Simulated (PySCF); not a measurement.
**Shapes and spin states of TcBr₂**

These are results of B3LYP in PySCF with Tc def2-SVP with ECP28, Br def2-SVP; scalar-relativistic core potentials, no spin–orbit coupling; density-fitted integrals, not measurements.

Relaxations began from a few typed shapes and spin states; open shells are unrestricted. The search is not exhaustive: other isomers or separated fragments can lie lower, and high-lying points may rest on an excited occupation.

```tsv
spin	group	bonds	angles	imaginary modes (cm⁻¹)	ΔE (kJ/mol)	ΔE with ZPE (kJ/mol)
sextet	D∞h	Tc–Br 2.450 Å (×2)	Br–Tc–Br 180.0°	none	0.0	0.0
broken-symmetry Ms = 3/2 (⟨S²⟩ 4.54)	D∞h	Tc–Br 2.421 Å (×2)	Br–Tc–Br 180.0°	none	95.8	95.7
quartet	C2v	Tc–Br 2.389 Å (×2)	Br–Tc–Br 137.2°	none	110.8	110.8
broken-symmetry Ms = 1/2 (⟨S²⟩ 2.55)	D∞h	Tc–Br 2.413 Å (×2)	Br–Tc–Br 180.0°	none	145.7	145.7
```

The lowest minimum found is the sextet D∞h: Tc–Br 2.450 Å (×2); Br–Tc–Br 180.0°.

Formally Tc is in oxidation state +2, d5, with 5 unpaired electrons (the high-spin count). The Mulliken spin on Tc is 4.67. The polar-tensor charge on Tc, 1.16, is far below the formal one.

For the lowest minimum: open d and f shells are described by one determinant, and the ground state may have another occupation or spin.

The electron or spin density has lower symmetry than the nuclear frame for the broken-symmetry Ms = 3/2 (⟨S²⟩ 4.54) D∞h at 95.8 kJ/mol, broken-symmetry Ms = 1/2 (⟨S²⟩ 2.55) D∞h at 145.7 kJ/mol.
